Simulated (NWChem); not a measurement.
# CuH₃O; SMILES [OH2]->[CuH]

```xyz
5

Cu     0.0097     0.4797     0.0000
H     -0.0578     1.9630     0.0000
O      0.0642    -1.5094     0.0000
H     -0.3688    -1.9000    -0.7700
H     -0.3688    -1.9000     0.7700
```
Atoms are numbered in this order, from 1.

All runs: NWChem. Coordinates come from a PBE0/def2-SVP optimisation. Ions are spin-unrestricted doublets at the neutral geometry; other ion states weren't tried.

For level PBE/def2-SVP:

```yaml
vertical ionisation energy, ΔSCF (eV): 8.17
"−ε(HOMO) (eV)": 4.23
```

Estimate the same quantities for level CAM-B3LYP/def2-SVP.


- vertical ionisation energy, ΔSCF (eV): 9.92
- −ε(HOMO) (eV): 6.89
